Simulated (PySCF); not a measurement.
## Fe²⁺ (iron, charge +2) across methods

[Ar] 3d5 4s1, high-spin 7S determinant (an excited configuration). Calculation: PySCF 2.14, in aug-cc-pwCVTZ (10s9p7d4f3g, 127 functions); no relativity, point nucleus.

| method | E (hartree) | mean ε 3p β (eV) | mean ε 3d α (eV) | mean ε 4s α (eV) | Σ⟨r²⟩ (bohr²) | ⟨S²⟩ |
| --- | --- | --- | --- | --- | --- | --- |
| PBE0 | -1262.435 | -84.150 | -37.018 | -23.872 | 19.94 | 12.000 |
| r2SCAN0 | -1262.624 | -84.701 | -37.520 | -24.099 | 19.87 | 12.001 |
| r2SCAN | -1262.631 | -81.835 | -34.790 | -23.320 | 19.89 | 12.000 |
| wB97M-V | -1262.574 | -86.820 | -39.379 | -25.915 | 20.05 | 12.000 |
| LDA | -1260.144 | -81.159 | -34.340 | -23.353 | 19.95 | 12.000 |
| HSE06 | -1262.448 | -83.760 | -36.561 | -23.568 | 19.95 | 12.000 |
| PBE | -1262.383 | -81.008 | -34.121 | -23.057 | 19.99 | 12.000 |

Q: Estimate the same row for UHF.

A: E (hartree) = -1261.56494; mean ε 3p β (eV) = -91.906; mean ε 3d α (eV) = -44.974; mean ε 4s α (eV) = -25.916; Σ⟨r²⟩ (bohr²) = 20.04; ⟨S²⟩ = 12.001.
